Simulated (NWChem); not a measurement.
**Basis-set convergence for H$_{3}$BS**

```xyz
5

B      0.8026     0.9194     0.0000
H      0.3665     2.0507     0.0000
H      1.9882     0.6710     0.0000
S     -0.4231    -0.3666     0.0000
H      0.4021    -1.4538     0.0000
```
Charge 0, spin multiplicity 1.

Program: NWChem. All single points use one geometry, from PBE/def2-SVP, a minimum by its harmonic frequencies. It is one conformer; others weren't searched.

Quantity: LUMO energy at the level PBE0.

The Pople sets run with spherical d functions. The structure started from a generated list of species.

| basis | functions | LUMO energy (eV) |
|---|---|---|
| STO-3G | 17 | (withheld) |
| 3-21G | 28 | (withheld) |
| 6-31+G* | 46 | -1.33 |
| cc-pVDZ | 47 | -1.19 |
| pcseg-1 | 47 | -1.36 |
| 6-311++G** | 73 | -1.36 |
| cc-pVTZ | 106 | -1.33 |
| def2-TZVPD | 110 | -1.38 |
| def2-TZVPP | 115 | (withheld) |
| aug-cc-pVTZ | 165 | -1.39 |

Some entries are withheld; supply them.


- STO-3G, LUMO energy (eV): 2.38
- 3-21G, LUMO energy (eV): -1.31
- def2-TZVPP, LUMO energy (eV): -1.35
